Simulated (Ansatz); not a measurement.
Ansatz (an electronic-structure program) input (B3LYP/def2-TZVPD):

Ansatz 0.2 input:
```yaml
crystal:
  periodic: [false, false, false]
  atoms:
    - {symbol: I, position_ang: [-0.00000000, -0.00000000, -1.34736833]}
    - {symbol: I, position_ang: [0.00000000, 0.00000000, 1.34736833]}
basis:
  gaussian:
    orbitals: def2-TZVPD
hamiltonian:
  xc: {name: B3LYP}
total_charge: -1
magnetization: {spin_polarized: true, initial_magnetization: 1}
```

End of the output:

```
integrals: 0.04 GiB planned
886 factors; their error is unknown
mean field: 0.56 GiB planned
mean field evaluation 1: about -16207.9669 eV, gradient 1.7e1 eV
mean field evaluation 2: about -16206.9116 eV, gradient 2.7e1 eV
mean field evaluation 4: about -16209.3148 eV, gradient 5.1e-1 eV
mean field evaluation 8: about -16209.7019 eV, gradient 5.1e-1 eV
mean field evaluation 16: about -16209.7023 eV, gradient 2.5e-5 eV
mean field -16209.70233830 eV, -595.6955736016 hartree, gradient 2.2e-5 eV, S^2 0.752099; 0 other end points of the search recorded, 0 dependent functions left out
reference -16209.70252944 eV, -595.6955806261 hartree; 26, 25 occupied and 92, 93 virtual orbitals, 886 factors
Total energy: -16209.70252944 eV, -595.6955806261 hartree
```

This state (charge -1, doublet) is run at the relaxed geometry of the species with charge 0 and multiplicity 1.
